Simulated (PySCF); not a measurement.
C₇H₁₅GeN.
InChI=1S/C7H15GeN/c1-9-7-8-5-3-2-4-6-8/h7-8H,2-6H2,1H3/b9-7-

The calculation used TDDFT PBE0/def2-SVPD, vertical, gas phase, core orbitals frozen in the response (PySCF). One conformer (not necessarily the lowest) at the PBE0-D3(BJ)/def2-SVP geometry, without solvent, vibrations or thermal averaging. The PBE0/def2-SVPD calculation is non-relativistic and has no spin–orbit coupling, an omission that weighs most on germanium.

Each state is given a Gaussian of 0.5 eV full width at half maximum, with ε(max) = 2.175×10⁸ f / Δν̃ (Δν̃ the width in cm⁻¹). The width is an assumption, not a result. The curve ends short of the highest state used, and states not computed would add to its high-energy end.

λ (nm), ε (L mol⁻¹ cm⁻¹) and a bar:
```
    182.6       4841 ###########################
    188.0       5335 ##############################
    193.4       3599 ####################
    198.7       2317 #############
    204.1       2048 ############
    209.5       2069 ############
    214.9       1637 #########
    220.2        906 #####
    225.6        345 ##
    231.0         95 #
    236.3         20 
    241.7          3 
    247.1          0 
    252.5          0 
    257.8          0 
    263.2          0 
    268.6          0 
    273.9          1 
    279.3          1 
    284.7          2 
    290.1          3 
    295.4          4 
    300.8          5 
    306.2          5 
    311.5          4 
    316.9          3 
    322.3          2 
    327.7          2 
    333.0          1 
    338.4          1 
    343.8          0 
    349.1          0 
    354.5          0 
    359.9          0 
    365.3          0 
    370.6          0
```

Q: Locate the maxima and give the states behind the curve.

A: 208 nm (5.96 eV), ε about 2100, made up of S2 (81%) and S3 (18%) (hardly more than a shoulder); 186 nm (6.66 eV), ε about 5500, made up of S6 (81%) (ε in L mol⁻¹ cm⁻¹; maxima over ε = 5, shares over 10%). The states used: S1 4.10 eV (f 0.0001); S2 5.88 eV (f 0.034); S3 6.29 eV (f 0.022); S4 6.51 eV (f 0.0051); S5 6.61 eV (f 0.0074); S6 6.68 eV (f 0.083); S7 6.77 eV (f 0.0030); S8 7.11 eV (f 0.0028); S9 7.34 eV (f 0.070); S10 7.39 eV (f 0.065).

Q: Coming from long wavelengths, where does ε first pass 100 L mol⁻¹ cm⁻¹?

A: At about 231 nm (5.37 eV), 1.28 eV above S1.

Q: What would ε be at 6.66 eV, the highest of these maxima, with half the width (0.25 eV)?

A: About 9900 L mol⁻¹ cm⁻¹ against 5520, a factor of about 1.8; a lone state at its own centre would give exactly 2.

Q: On this curve, what absorbance would a 10⁻³ mol/L sample give at 308 nm over a 1 cm path?

A: 308 nm is 4.025 eV, where ε is about 4.6 L mol⁻¹ cm⁻¹, so A = ε c l ≈ 0.0046 (Beer–Lambert, with the gas-phase spectrum and the assumed width).

The vertical ionisation energy (ΔSCF) is 8.40 eV, 1.02 eV above S10.
